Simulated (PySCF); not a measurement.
Diatomics of Se with group 14

MP2 with triple-zeta basis sets in PySCF, for the lowest determinant that a PBE0 search found; no spin–orbit coupling. De refers to high-spin ground-configuration atoms.

| M | basis | reference, frozen orbitals | state (unpaired electrons) | Re (Å) | ωe (cm⁻¹) | De (eV) |
| --- | --- | --- | --- | --- | --- | --- |
| C | x2c-TZVPPall | RHF, 10 | singlet (closed shell) | 1.673 | 1070 | 6.38 |
| Si | x2c-TZVPPall | RHF, 14 | singlet (closed shell) | 2.064 | 588 | 5.63 |
| Ge | x2c-TZVPPall | RHF, 18 | singlet (closed shell) | 2.136 | 415 | 5.22 |
| Sn | def2-TZVPP | RHF, 13 | singlet (closed shell) | 2.322 | 340 | 4.69 |
| Pb | def2-TZVPP | RHF, 13 | singlet (closed shell) | 2.405 | 294 | 4.40 |

The shortest bond is that of CSe (1.673 Å), the longest that of PbSe (2.405 Å).

The rows differ in basis set, which adds steps of its own.

Down a group the atoms grow and get heavier, so bonds lengthen and wavenumbers fall; this series shows no clear exception.

Correlated steps freeze the inner cores (10 to 18 orbitals); shallow outer-core shells are correlated. Spin–orbit coupling is left out, which matters for elements this heavy, above all for dissociation energies. Where the molecule has an RHF reference, its open-shell atoms are computed with UHF.
